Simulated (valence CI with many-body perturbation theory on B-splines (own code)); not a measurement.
## Au40+: E2, M1 decay

Method: configuration interaction combined with many-body perturbation theory (CI+MBPT): three valence electrons over a frozen Dirac-Fock core [Kr], a basis of 7 s, 7 p, 8 d, 6 f, 4 g, 1 h functions for each j, with the one-electron correlation potential Σ1 (screened to all orders), the two-electron term Σ2, the three-electron term Σ3, Breit, model QED; selected single and double excitations, second order for the rest, scaled by the run's own slope (own B-spline code, finite nucleus).

No measured spectrum was set against this ion. As an estimate, large intervals hold to a few tenths of a per cent, small ones and those within an open d or f shell to about a per cent. The list stops below the first excitations out of the core.

Lines 1 to 50 of 53 in falling wavelength, among levels below 1135600 cm⁻¹, chosen from the decays that carry over 1 % of a level's rate. Wavelengths and rates use the calculated energies. Electric multipoles are in the length gauge, E1 and E2 with the static RPA response of the core. Weak lines are less certain than strong ones. Lines between different terms over intervals too small for the method are left out, as are lines whose strength nearly cancels. The highest levels of a list are the least certain.

Levels are named by their leading jj configuration (3d3/2^4 stands for four electrons in 3d with j = 3/2), which in mixed levels can hold well under half, so a name can repeat and another be missing. Letters in brackets count levels of one name in rising energy.

| λ vac (Å) | Upper | Lower | Type | A (s⁻¹) | Branch % |
| --- | --- | --- | --- | --- | --- |
| 56420 | (4d3/2^2 4d5/2) J=9/2 | (4d3/2^2 4d5/2) J=7/2 | M1 | 3.87e-02 | 99.5 |
| 2826 | (4d3/2^2 4d5/2) J=7/2 | (4d3/2^2 4d5/2) J=5/2 [a] | M1 | 5.75e+02 | 90.8 |
| 1275 | (4d3/2^2 4d5/2) J=5/2 [b] | (4d3/2^2 4d5/2) J=7/2 | M1 | 4.94e+02 | 2.8 |
| 1274 | (4d3/2 4d5/2^2) J=7/2 [b] | (4d3/2 4d5/2^2) J=7/2 [a] | M1 | 1.09e+03 | 1.3 |
| 1071 | (4d3/2^2 4d5/2) J=5/2 [b] | (4d3/2^2 4d5/2) J=3/2 | M1 | 2.56e+03 | 14.3 |
| 982.2 | (4d3/2 4d5/2^2) J=3/2 [b] | (4d3/2 4d5/2^2) J=1/2 | M1 | 2.13e+03 | 1.2 |
| 893.1 | (4d3/2 4d5/2^2) J=3/2 [b] | (4d3/2 4d5/2^2) J=3/2 [a] | M1 | 3.47e+03 | 2.0 |
| 878.4 | (4d3/2^2 4d5/2) J=5/2 [b] | (4d3/2^2 4d5/2) J=5/2 [a] | M1 | 7.82e+02 | 4.4 |
| 765.7 | (4d5/2^3) J=3/2 | (4d3/2 4d5/2^2) J=3/2 [b] | M1 | 7.59e+03 | 2.2 |
| 764.1 | (4d3/2 4d5/2^2) J=3/2 [a] | (4d3/2^2 4d5/2) J=5/2 [b] | M1 | 5.44e+03 | 1.7 |
| 685.7 | (4d3/2 4d5/2^2) J=5/2 [a] | (4d3/2^2 4d5/2) J=5/2 [b] | M1 | 3.08e+04 | 18.3 |
| 602.3 | (4d5/2^3) J=5/2 | (4d3/2 4d5/2^2) J=3/2 [b] | M1 | 1.89e+04 | 4.4 |
| 572.9 | (4d3/2 4d5/2^2) J=5/2 [b] | (4d3/2^2 4d5/2) J=5/2 [b] | M1 | 4.41e+04 | 42.4 |
| 561.2 | (4d3/2 4d5/2^2) J=7/2 [a] | (4d3/2^2 4d5/2) J=7/2 | M1 | 5.08e+04 | 18.6 |
| 561.0 | (4d3/2 4d5/2^2) J=7/2 [b] | (4d3/2^2 4d5/2) J=5/2 [b] | M1 | 1.10e+04 | 13.1 |
| 559.1 | (4d5/2^3) J=9/2 | (4d3/2 4d5/2^2) J=11/2 | M1 | 1.11e+04 | 3.4 |
| 549.4 | (4d3/2^2 4d5/2) J=5/2 [a] | (4d3/2^3) J=3/2 | M1 | 1.46e+05 | 100.0 |
| 518.4 | (4d3/2 4d5/2^2) J=9/2 | (4d3/2^2 4d5/2) J=9/2 | M1 | 9.93e+04 | 62.8 |
| 513.7 | (4d3/2 4d5/2^2) J=9/2 | (4d3/2^2 4d5/2) J=7/2 | M1 | 5.87e+04 | 37.1 |
| 502.8 | (4d5/2^3) J=3/2 | (4d3/2 4d5/2^2) J=5/2 [b] | M1 | 1.11e+04 | 3.2 |
| 494.0 | (4d3/2^2 4d5/2) J=3/2 | (4d3/2^3) J=3/2 | M1 | 1.17e+05 | 99.9 |
| 485.4 | (4d3/2 4d5/2^2) J=3/2 [a] | (4d3/2^2 4d5/2) J=1/2 | M1 | 3.38e+04 | 10.3 |
| 471.2 | (4d5/2^3) J=9/2 | (4d3/2 4d5/2^2) J=9/2 | M1 | 1.30e+05 | 39.7 |
| 468.2 | (4d3/2 4d5/2^2) J=7/2 [a] | (4d3/2^2 4d5/2) J=5/2 [a] | M1 | 2.21e+05 | 81.2 |
| 462.6 | (4d3/2 4d5/2^2) J=1/2 | (4d3/2^2 4d5/2) J=1/2 | M1 | 1.98e+05 | 93.8 |
| 460.0 | (4d3/2^2 4d5/2) J=7/2 | (4d3/2^3) J=3/2 | E2 | 5.82e+01 | 9.2 |
| 453.1 | (4d3/2^2 4d5/2) J=1/2 | (4d3/2^3) J=3/2 | M1 | 4.40e+04 | 99.2 |
| 445.9 | (4d3/2 4d5/2^2) J=3/2 [a] | (4d3/2^2 4d5/2) J=3/2 | M1 | 1.96e+05 | 60.2 |
| 445.8 | (4d3/2 4d5/2^2) J=5/2 [a] | (4d3/2^2 4d5/2) J=7/2 | M1 | 7.14e+03 | 4.2 |
| 442.0 | (4d3/2 4d5/2^2) J=11/2 | (4d3/2^2 4d5/2) J=9/2 | M1 | 6.47e+04 | 99.6 |
| 439.4 | (4d5/2^3) J=3/2 | (4d3/2 4d5/2^2) J=5/2 [a] | M1 | 1.13e+05 | 32.8 |
| 437.3 | (4d5/2^3) J=9/2 | (4d3/2 4d5/2^2) J=7/2 [a] | M1 | 1.84e+05 | 56.2 |
| 433.6 | (4d5/2^3) J=5/2 | (4d3/2 4d5/2^2) J=7/2 [b] | M1 | 4.16e+04 | 9.6 |
| 430.3 | (4d5/2^3) J=3/2 | (4d3/2 4d5/2^2) J=1/2 | M1 | 8.20e+04 | 23.7 |
| 426.7 | (4d5/2^3) J=5/2 | (4d3/2 4d5/2^2) J=5/2 [b] | M1 | 6.60e+04 | 15.2 |
| 426.6 | (4d3/2 4d5/2^2) J=1/2 | (4d3/2^2 4d5/2) J=3/2 | M1 | 1.18e+04 | 5.6 |
| 418.0 | (4d3/2 4d5/2^2) J=5/2 [a] | (4d3/2^2 4d5/2) J=3/2 | M1 | 1.11e+05 | 66.3 |
| 412.3 | (4d5/2^3) J=3/2 | (4d3/2 4d5/2^2) J=3/2 [a] | M1 | 1.29e+05 | 37.5 |
| 411.8 | (4d3/2 4d5/2^2) J=3/2 [b] | (4d3/2^2 4d5/2) J=5/2 [b] | M1 | 1.09e+05 | 61.4 |
| 408.6 | (4d3/2 4d5/2^2) J=3/2 [a] | (4d3/2^2 4d5/2) J=5/2 [a] | M1 | 8.88e+04 | 27.2 |
| 395.3 | (4d3/2 4d5/2^2) J=5/2 [b] | (4d3/2^2 4d5/2) J=7/2 | M1 | 5.30e+04 | 51.0 |
| 392.3 | (4d3/2 4d5/2^2) J=7/2 [b] | (4d3/2^2 4d5/2) J=9/2 | M1 | 3.00e+04 | 35.7 |
| 389.6 | (4d3/2 4d5/2^2) J=7/2 [b] | (4d3/2^2 4d5/2) J=7/2 | M1 | 3.49e+04 | 41.5 |
| 385.1 | (4d3/2 4d5/2^2) J=5/2 [a] | (4d3/2^2 4d5/2) J=5/2 [a] | M1 | 1.74e+04 | 10.4 |
| 380.2 | (4d5/2^3) J=5/2 | (4d3/2 4d5/2^2) J=5/2 [a] | M1 | 1.11e+05 | 25.5 |
| 359.7 | (4d5/2^3) J=5/2 | (4d3/2 4d5/2^2) J=3/2 [a] | M1 | 1.24e+05 | 28.7 |
| 346.8 | (4d3/2 4d5/2^2) J=5/2 [b] | (4d3/2^2 4d5/2) J=5/2 [a] | M1 | 5.41e+03 | 5.2 |
| 342.4 | (4d3/2 4d5/2^2) J=7/2 [b] | (4d3/2^2 4d5/2) J=5/2 [a] | M1 | 6.27e+03 | 7.5 |
| 338.0 | (4d3/2^2 4d5/2) J=5/2 [b] | (4d3/2^3) J=3/2 | M1 | 1.39e+04 | 77.8 |
| 323.5 | (4d5/2^3) J=5/2 | (4d3/2 4d5/2^2) J=7/2 [a] | M1 | 6.72e+04 | 15.5 |
